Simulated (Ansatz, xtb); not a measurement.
**Two structures of BClOSi**

Structure I is `ClB1O[Si]1`, a singlet and structure II is a singlet given by its coordinates. Both are isolated molecules in the gas phase, relaxed with B3LYP-D4/def2-TZVP.

I (Å):

```xyz
4

B    -0.4889    0.1158   -0.2509
Cl   -1.0582   -1.5211   -0.3978
O    -0.3166    0.8344    0.8869
Si    0.1615    1.9269   -0.3853
```

II (Å):

```yaml
atoms:
  - { symbol: B, position_ang: [1.1043, 1.2849, 1.4273] }
  - { symbol: Cl, position_ang: [-0.3521, -1.1336, -1.4841] }
  - { symbol: O, position_ang: [0.3693, 0.8992, 0.4383] }
  - { symbol: Si, position_ang: [-0.7661, 0.7940, -0.8087] }
```

Close contacts (Å): B1–O3 1.29, Cl2–Si4 2.08, O3–Si4 1.69.

Estimate E(II) − E(I) at the level CCSD(T)/def2-TZVPP.

Calculated at CCSD(T)/def2-TZVPP: E(II) − E(I) = +2.9 kcal/mol, so structure I lies lower.

How the difference moves with the method:

| level | geometry | E(II) − E(I) (kcal/mol) | departure from the last row (kcal/mol) | job, with rough time for the two |
| --- | --- | --- | --- | --- |
| GFN2-xTB | GFN2-xTB | −2.9 | −5.8 | optimisation, 0.17 s |
| HF/STO-3G | GFN2-xTB | +3.8 | +0.9 | single point, 0.18 s |
| r2SCAN-D4/def2-SVP | GFN2-xTB | +15.4 | +12.5 | single point, 0.98 s |
| B3LYP-D4/def2-TZVP | B3LYP-D4/def2-TZVP | +2.2 | −0.7 | optimisation, 17 s |
| HF/def2-TZVPP | B3LYP-D4/def2-TZVP | −9.2 | −12.1 | part of the CCSD(T) run |
| MP2/def2-TZVPP | B3LYP-D4/def2-TZVP | +7.2 | +4.3 | part of the CCSD(T) run |
| CCSD(T)/def2-TZVPP | B3LYP-D4/def2-TZVP | +2.9 |  | single point, 15 s |

GFN2-xTB, HF/def2-TZVPP put the two in the other order. The largest departure from CCSD(T)/def2-TZVPP is that of r2SCAN-D4/def2-SVP, 12.5 kcal/mol.

With harmonic frequencies from B3LYP-D4/def2-TZVP (ideal gas, rigid rotor, one conformer each, 400 K, 1 atm): on the last row, ΔE + ΔZPE = +1.7, ΔH = +2.4, ΔG = −0.1 kcal/mol. In free energy the two are nearly level.

The correlated steps freeze 12 core orbitals. Programs: Ansatz 0.2.0, xtb 6.7.1; the last row on 2 threads of Intel(R) Xeon(R) 6975P-C (Granite Rapids) on a shared host.
